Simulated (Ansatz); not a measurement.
All numbers were calculated with Ansatz.

`OC[SiH2][SiH3]` at its PBE0-D4/def2-TZVP geometry, where that method's forces vanish. Charge 0, multiplicity 1.

```
atom   x (Å)   y (Å)   z (Å)
  O1  -1.336  -2.268  -0.599
  C2  -0.887  -0.934  -0.786
 Si3   0.374  -0.390   0.524
 Si4   0.999   1.851   0.259
  H5  -1.728  -2.338   0.275
  H6  -0.417  -0.904  -1.773
  H7  -1.727  -0.226  -0.824
  H8   1.575  -1.268   0.469
  H9  -0.258  -0.571   1.865
 H10   1.966   2.255   1.314
 H11  -0.196   2.735   0.347
 H12   1.635   2.058  -1.071
```

(1) For each bond, give half the difference of the two atoms' forces along it (eV/Å; positive pushes the atoms apart) under PBE-D4, r2SCAN-D4, B3LYP-D4, ωB97M-V in def2-TZVPP. (Estimate.)

Answers

(1) The calculation gave: 
| bond | length (Å) | PBE-D4 | r2SCAN-D4 | B3LYP-D4 | ωB97M-V |
| --- | --- | --- | --- | --- | --- |
| O1–C2 | 1.420 | 0.31 | 0.34 | 0.36 | 0.32 |
| O1–H5 | 0.960 | 0.40 | 0.01 | -0.04 | -0.10 |
| C2–Si3 | 1.898 | -0.01 | -0.03 | 0.04 | -0.04 |
| C2–H6 | 1.093 | 0.11 | -0.05 | -0.13 | -0.10 |
| C2–H7 | 1.099 | 0.07 | -0.06 | -0.11 | -0.11 |
| Si3–Si4 | 2.342 | -0.11 | 0.00 | 0.10 | 0.08 |
| Si3–H8 | 1.488 | 0.08 | -0.02 | -0.10 | -0.12 |
| Si3–H9 | 1.494 | 0.09 | -0.02 | -0.09 | -0.11 |
| Si4–H10 | 1.488 | 0.08 | -0.02 | -0.07 | -0.10 |
| Si4–H11 | 1.489 | 0.09 | -0.01 | -0.07 | -0.10 |
| Si4–H12 | 1.488 | 0.10 | -0.01 | -0.07 | -0.10 |

B3LYP here is the variant with VWN-RPA as its local correlation; programs differ in this.
